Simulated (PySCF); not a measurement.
Rb: ionisation energy

Rb [Kr] 5s1 (2S) → Rb⁺ [Kr] (1S), as a difference of total energies. Computed with PySCF 2.14 in def2-TZVP with the def2 core potential (28 electrons) (6s4p3d, 33 functions), with a scalar-relativistic core potential. The calculations carry no spin-orbit coupling.

```
method  ionisation energy (eV)  error (eV)
   UHF                   3.805      -0.372
  PBE0                   4.204      +0.027
 M06-L                   3.567      -0.610
```

Reference: 4.177 eV (measured; NIST Atomic Spectra Database, ionization energies).
